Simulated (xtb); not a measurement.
CH4ClIn, SMILES [CH3][InH][Cl]. All values are semi-empirical tight-binding results from xtb (GFN2-xTB unless named), good for trends rather than for accurate numbers. Geometry optimised at GFN2-xTB.

Optimised geometry:

```xyz
7

In    -0.3907    -0.2245    -0.0190
H     -1.2162    -1.6610     0.5016
Cl     1.7776    -0.0840     0.7357
C     -1.0671     1.4727    -1.2763
H     -1.9442     1.9509    -0.8483
H     -1.2878     1.1376    -2.2868
H     -0.2244     2.1627    -1.2840
```

For metal compounds this method's bond lengths and energies can be far off.

Computed properties:
```yaml
orbital_gap: 3.89 eV
zero_point_energy: 24.8 kcal/mol
G − E(el) at 298.15 K (modified RRHO): 5.3 kcal/mol
```

Task: Give the atomic charges and the Wiberg bond orders between heavy atoms. (The exact figures need the calculation; the answer reports its results.)

Result: charges (e) In1 0.18, H2 -0.04, Cl3 -0.22, C4 -0.16, H5 0.08, H6 0.08, H7 0.09. Bond orders In1–Cl3 1.09, In1–C4 0.83.
